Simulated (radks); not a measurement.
Problem. Successive ionisation energies (eV) of one element, from differences of total energies of ions in their ground configurations, starting at charge 0: 12.190, 22.354, 33.559, 46.440, 59.400, 88.727, 104.17, 192.43, 227.95. Calculated with a radial shooting solver on a logarithmic mesh with Libxc functionals: Dirac Kohn-Sham, BLYP, spin-unpolarised, spherical densities, finite nucleus; open shells fill j = l - 1/2 first; Fermi nuclear charge, rms radius 4.1629 fm. Which element is it?

Solution. Bromine (Z = 35). The first species listed is Br in [Ar] 3d10 4s2 4p5, the last Br8+ in [Ar] 3d9.
